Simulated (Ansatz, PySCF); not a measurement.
Donor–acceptor adduct: AlH3 (SMILES [AlH3]) (first 4 atoms) with C2H6O (SMILES COC); geometry from B3LYP-D3(BJ)/def2-TZVP.
(charge 0, multiplicity 1):
```xyz
13

Al     0.0753    -0.2123     0.6521
H     -1.4449    -0.3797     0.1993
H      0.7371     1.2098     0.3630
H      1.0151    -1.5001     0.6271
C      0.4161    -0.9828     3.5780
O     -0.1611    -0.0903     2.6180
C     -0.9625     0.9521     3.1861
H     -0.3774    -1.4747     4.1439
H      1.0670    -0.4234     4.2528
H      0.9910    -1.7148     3.0196
H     -1.7957     0.5146     3.7387
H     -1.3387     1.5538     2.3636
H     -0.3496     1.5671     3.8473
```

Basis-set superposition error: the interaction energy with monomers in their own basis, and in the dimer's basis (counterpoise).

Programs: Ansatz (a quantum-chemistry and plane-wave program); PySCF for 6-31G* rows, M06-2X. 

| level | uncorrected (kcal/mol) | counterpoise (kcal/mol) | difference |
|---|---|---|---|
| HF/6-31G* | -27.42 | -25.05 | 2.37 |
| r2SCAN/def2-TZVPPD | -29.19 | -29.06 | 0.13 |
| B97M-V/def2-TZVPPD | -29.38 | -29.20 | 0.18 |
| PBE0/def2-TZVPPD | -27.21 | -27.09 | 0.12 |
| BHLYP/def2-TZVPPD | -27.94 | -27.82 | 0.12 |
| M06-2X/def2-TZVPPD | -31.17 | -31.01 | 0.16 |
| B2PLYP/def2-TZVPPD | -27.02 | -26.60 | 0.41 |
| MP2/aug-cc-pV(D+d)Z | -28.47 | -26.39 | 2.08 |
| SCS-MP2/aug-cc-pV(D+d)Z | -27.34 | -25.12 | 2.22 |
| SCS-MP2/aug-cc-pV(T+d)Z | -28.76 | -27.67 | 1.09 |

The error is largest for HF/6-31G* (2.37 kcal/mol) and smallest for BHLYP/def2-TZVPPD (0.12 kcal/mol).
